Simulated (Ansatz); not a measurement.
Cost and result for the atomization energy of `C[Si](N)F` radical (9 atoms, 8 bonds).

```xyz
9

C     0.814    0.591    0.889
Si   -0.831    0.255    0.072
N    -0.552   -0.683   -1.341
F    -1.735   -0.661    1.041
H     0.681    1.171    1.804
H     1.467    1.158    0.221
H     1.301   -0.356    1.138
H     0.189   -0.412   -1.969
H    -1.333   -1.064   -1.854
```

Charge 0, multiplicity 2. All single points use the PBE0-D4/def2-TZVP geometry. It is one conformer, not always the lowest. Program: Ansatz. All runs use 4 threads of an Arm Neoverse V2 on a shared host. Times are those of one run each, without the atoms' runs, and a repeat can differ threefold. Electronic energies, without spin–orbit coupling; frozen cores. CCSD(T)/CBS adds CCSD(T) − MP2 in def2-TZVPP to the MP2 limit, and its time is that of the two runs behind it. T1 = 0.013; ⟨S²⟩ of the reference is 0.75. B3LYP takes the VWN-RPA correlation (the form of Gaussian; ORCA's B3LYP/G).

CCSD(T)/CBS is a level of theory with its own doubt, some kJ/mol a heavy atom from the limit and from the frozen cores, so smaller differences don't rank the functionals.

```tsv
level	functions	wall time
LDA (SPW92)/def2-TZVPP	205	1.1 s
revPBE-D4/def2-TZVPP	205	2 s
BLYP-D4/def2-TZVPP	205	2.2 s
PBE0-D4/def2-TZVPP	205	3 s
BHLYP-D4/def2-TZVPP	205	3 s
B3LYP-D4/def2-TZVPP (with forces)	205	3.5 s
B2PLYP/def2-TZVPP	205	4.2 s
r2SCAN-D4/def2-TZVPP (with forces)	205	5.5 s
CCSD(T)/def2-SVP	85	5.5 s
B97M-V/def2-TZVPP	205	8 s
MP2/def2-QZVPP	391	16 s
CCSD(T)/def2-TZVPP	205	3.1 min
CCSD(T)/CBS(def2)	–	3.3 min
```

Task: What atomization energy does each give, and how far from CCSD(T)/CBS? (Estimate.)

Result: The calculation gave: 
```json
{"level": "LDA (SPW92)/def2-TZVPP", "atomization (kJ/mol)": "3756.6", "difference from CCSD(T)/CBS": "456.4", "per bond": "57.0"}
{"level": "revPBE-D4/def2-TZVPP", "atomization (kJ/mol)": "3273.8", "difference from CCSD(T)/CBS": "-26.4", "per bond": "-3.3"}
{"level": "BLYP-D4/def2-TZVPP", "atomization (kJ/mol)": "3305.2", "difference from CCSD(T)/CBS": "5.0", "per bond": "0.6"}
{"level": "PBE0-D4/def2-TZVPP", "atomization (kJ/mol)": "3291.6", "difference from CCSD(T)/CBS": "-8.6", "per bond": "-1.1"}
{"level": "BHLYP-D4/def2-TZVPP", "atomization (kJ/mol)": "3207.5", "difference from CCSD(T)/CBS": "-92.7", "per bond": "-11.6"}
{"level": "B3LYP-D4/def2-TZVPP (with forces)", "atomization (kJ/mol)": "3304.7", "difference from CCSD(T)/CBS": "4.5", "per bond": "0.6"}
{"level": "B2PLYP/def2-TZVPP", "atomization (kJ/mol)": "3267.6", "difference from CCSD(T)/CBS": "-32.6", "per bond": "-4.1"}
{"level": "r2SCAN-D4/def2-TZVPP (with forces)", "atomization (kJ/mol)": "3307.1", "difference from CCSD(T)/CBS": "6.9", "per bond": "0.9"}
{"level": "CCSD(T)/def2-SVP", "atomization (kJ/mol)": "3045.0", "difference from CCSD(T)/CBS": "-255.2", "per bond": "-31.9"}
{"level": "B97M-V/def2-TZVPP", "atomization (kJ/mol)": "3300.8", "difference from CCSD(T)/CBS": "0.6", "per bond": "0.1"}
{"level": "MP2/def2-QZVPP", "atomization (kJ/mol)": "3317.2", "difference from CCSD(T)/CBS": "17.0", "per bond": "2.1"}
{"level": "CCSD(T)/def2-TZVPP", "atomization (kJ/mol)": "3200.9", "difference from CCSD(T)/CBS": "-99.3", "per bond": "-12.4"}
{"level": "CCSD(T)/CBS(def2)", "atomization (kJ/mol)": "3300.2", "difference from CCSD(T)/CBS": "0.0", "per bond": "0.0"}
```

At CCSD(T), def2-SVP lies −255.2 kJ/mol from the extrapolated value and def2-TZVPP −99.3 kJ/mol: correlation converges slowly with the basis, and small sets miss more of it in the bonded molecule than in its fragments. In def2-TZVPP, CCSD(T) changes the Hartree–Fock value by +801.0 kJ/mol (the triples alone add +43.4 kJ/mol) and MP2 by +856.8 kJ/mol; breaking electron pairs costs correlation energy, which Hartree–Fock lacks. The D4 term adds +24.9 kJ/mol with B3LYP and +12.8 kJ/mol with PBE0; it sums over pairs of atoms, weighted by their polarisabilities, and B3LYP, whose exchange is more repulsive, gets the larger term.
